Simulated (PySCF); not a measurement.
[Ti(NH2)4]- holds Ti(III), d1, at total charge -1. The structure is a PBE0-D3(BJ)/def2-TZVP geometry optimised for multiplicity 2; coordination tetrahedral, point group D2d, metal–donor distances 2.00 Å.

Method (PySCF 2.14, density fitting): CASSCF(1,5) with orbitals averaged over all microstates of the shell, strongly contracted NEVPT2 on the averaged canonical orbitals; basis x2c-TZVPall on the metal, x2c-SVPall elsewhere; spin-free X2C; IEF-PCM dichloromethane; spin-orbit coupling by state interaction with the mean-field operator over all roots.

CASSCF energies above the lowest CASSCF root:

| state | CASSCF / cm⁻¹ |
| --- | --- |
| 2B1 (from 2E) | 0 |
| 2A1 (from 2E) | 5692 |
| 2E (from 2T2) | 10500 |
| 2B2 (from 2T2) | 15298 |

Problem. How does dynamic correlation (SC-NEVPT2) move these states?

Solution. 
```csv
state,NEVPT2 / cm⁻¹,shift / cm⁻¹
2B1 (from 2E),0,0
2A1 (from 2E),6941,+1249
2E (from 2T2),11245,+745
2B2 (from 2T2),16678,+1380
```

In the ligand-field fit 10Dq goes from 9254 to 9586 cm⁻¹. The symmetry is lower than cubic, so 10Dq is the difference of the means of the two sets.

NEVPT2 lifts 2A1 (from 2E) from 5692 to 6941 cm⁻¹; on the d shell alone such lifts tend to overshoot. NEVPT2 on the d shell alone tends to put d–d bands too high for such charged or covalently bound ions.
